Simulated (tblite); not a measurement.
Species: C8H7FO2.
Z-matrix (Å and degrees, GFN2-xTB geometry), rows numbered from 1:
```
C 
O   1  1.4195
C   2  1.3410  1  115.93
O   3  1.2063  2  123.21  1     0.06
C   3  1.4841  2  112.51  1  -179.92
C   5  1.3936  3  118.13  2   179.92
C   6  1.3806  5  120.41  3   180.00
C   7  1.3849  6  118.51  5     0.02
F   8  1.3460  7  118.95  6  -179.99
C   8  1.3851  7  122.20  6     0.02
C  10  1.3815  8  118.80  7    -0.04
H   1  1.0918  2  110.36  3    60.13
H   1  1.0918  2  110.38  3   -60.05
H   1  1.0869  2  106.20  3  -179.97
H   6  1.0791  5  118.61  3    -0.00
H   7  1.0785  6  121.69  5  -179.99
H  10  1.0787  8  119.66  7   179.97
H  11  1.0780  5  119.57  3    -0.04
```

Level: GFN2-xTB in tblite, geometry and Hessian alike; calculated harmonic values, unscaled, isolated species. Errors from tens to a few hundred cm⁻¹ against measured bands are possible. One conformer, not necessarily the lowest.

Harmonic wavenumbers (cm⁻¹): 34.2, 51.5, 83.4, 132.6, 170.1, 281.7, 308.8, 312.9, 370.5, 373.8, 470.5, 472.4, 588.4, 605.4, 642.8, 726.0, 774.4, 829.5, 857.9, 870.5, 916.4, 927.0, 990.7, 1023.4, 1111.5, 1122.6, 1123.2, 1155.3, 1162.4, 1207.7, 1247.5, 1254.3, 1332.3, 1388.4, 1410.0, 1441.2, 1462.9, 1472.3, 1584.4, 1591.6, 1744.0, 2978.6, 2990.6, 3045.2, 3102.0, 3106.2, 3113.0, 3117.7.

A = 3489, B = 570.5, C = 491.9 MHz; mass 154.043 u (most abundant isotopes); point group Cs, symmetry number 1.

Problem. What is the zero-point energy?

Solution. Half the sum of the wavenumbers: 28540 cm⁻¹ = 341.41 kJ/mol.

Problem. Give the ideal-gas entropy at 400 K and 1 bar in the rigid-rotor, harmonic-oscillator model (classical rotation).

Solution. Translation 177.79, rotation 129.91, vibration 171.89: S = 479.6 J/(mol K).

Problem. And Cp and H(400 K) − H(0)?

Solution. Cp = 204.68 J/(mol K), of which vibrations give 171.42 (their classical limit is 48 R = 399.1); H(400 K) − H(0) = 48.06 kJ/mol without the zero-point energy, 34.76 from vibrations.

Problem. What must be added to the electronic energy to get the Gibbs energy at 400 K and 1 bar?

Solution. ZPE + [H(400 K) − H(0)] − T·S = 341.41 + 48.06 − 191.83 = 197.64 kJ/mol.

Problem. Which modes carry the vibrational entropy at 400 K?

Solution. 34.2 cm⁻¹: 25.74; 51.5 cm⁻¹: 22.35; 83.4 cm⁻¹: 18.36; 132.6 cm⁻¹: 14.55; 170.1 cm⁻¹: 12.53; 281.7 cm⁻¹: 8.55 J/(mol K); the other 42 give 69.81 together.

Problem. Blend soft modes into free rotors: weight 1/[1 + (100 cm⁻¹/ν̃)⁴] for the oscillator and the rest for a rotor with moment μB/(μ + B), μ = h/(8π²ν), B = 10⁻⁴⁴ kg m². What vibrational entropy results?

Solution. 154.14 J/(mol K) in place of 171.89, which changes −T·S at 400 K by +7.10 kJ/mol.

Problem. How do the functions run with temperature in this model?

Solution. 
```json
{"T (K)": "150", "S (J/(mol K))": "338.9", "Cp (J/(mol K))": "98.6", "H − H(0) (kJ/mol)": "10.05", "G − H(0) (kJ/mol)": "-40.79", "ln q(vib)": "3.62"}
{"T (K)": "250", "S (J/(mol K))": "399.2", "Cp (J/(mol K))": "141.2", "H − H(0) (kJ/mol)": "22.02", "G − H(0) (kJ/mol)": "-77.77", "ln q(vib)": "6.29"}
{"T (K)": "298.15", "S (J/(mol K))": "425.8", "Cp (J/(mol K))": "162.3", "H − H(0) (kJ/mol)": "29.33", "G − H(0) (kJ/mol)": "-97.64", "ln q(vib)": "7.55"}
{"T (K)": "600", "S (J/(mol K))": "575.5", "Cp (J/(mol K))": "268.5", "H − H(0) (kJ/mol)": "95.82", "G − H(0) (kJ/mol)": "-249.50", "ln q(vib)": "15.38"}
{"T (K)": "900", "S (J/(mol K))": "696.4", "Cp (J/(mol K))": "326.0", "H − H(0) (kJ/mol)": "185.84", "G − H(0) (kJ/mol)": "-440.94", "ln q(vib)": "22.67"}
```

q(vib) and H(0) count from the zero-point level.

Hindered rotation and anharmonicity are outside this model. Other conformers, if any are populated, would add a mixing term that is left out.
